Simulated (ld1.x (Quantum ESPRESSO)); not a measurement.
The numbers below are computed, except where a source is named.
**Potentials for chlorine (Cl) compared**

Generated with ld1.x 7.5 (TM, RRKJ, ultrasoft, PAW), atompaw 4.2 or ONCVPSP 4.0.1. The cutoff is in Ry: for ld1.x and atompaw files where the sum of valence levels is converged to 10 mRy in a Bessel basis, for ONCV files where the hardest occupied wave has 1 mHa per electron of residual kinetic energy. The error is the largest all-electron minus pseudo excitation energy over each file’s own four to seven test configurations (ionisations up to +4, promotions, holes and added fractions of an electron), all of which were solved. The labels leave out finer settings (local radius, basis sizes, second energies), which also bear on the numbers. Spin-polarised tests are not counted. The rows are a selection from randomly drawn settings: files with unsolved tests, undetermined cutoffs or missed reference levels are left out.

```tsv
potential	cutoff (Ry)	largest error (meV)	bound ghosts
RRKJ, PBE, scalar-relativistic, rc 0.90/1.55/1.25 (spd), local s, core correction yes, reference 3s2 3p4.5	110	+311	none
TM semilocal, PBE, scalar-relativistic, rc 1.05/1.00 (sp), local s, core correction no, reference 3s2 3p5	120	+188	none
TM, LDA (PZ), non-relativistic, rc 0.95/1.40/1.45 (spd), local s, core correction yes, reference 3s2 3p5	140	+303	none
RRKJ, PBEsol, scalar-relativistic, rc 1.20/1.60 (sp), local s, core correction yes, reference 3s2 3p5	50	+264	none
ultrasoft, PBEsol, non-relativistic, rc 1.45/1.80 (sp), local smoothed, core correction no, reference 3s2 3p5	21	+162	none
RRKJ, PBE, scalar-relativistic, rc 1.10/1.10 (sp), local s, core correction no, reference 3s2 3p5	90	+182	none
```

Task: Fill in the row for Cl: ultrasoft, PBEsol, fully relativistic, rc 1.20/1.25/1.30 (spd), local smoothed, core correction yes, reference 3s2 3p4.

Result: cutoff 25 Ry, largest error +4.8 meV, bound ghosts: none.
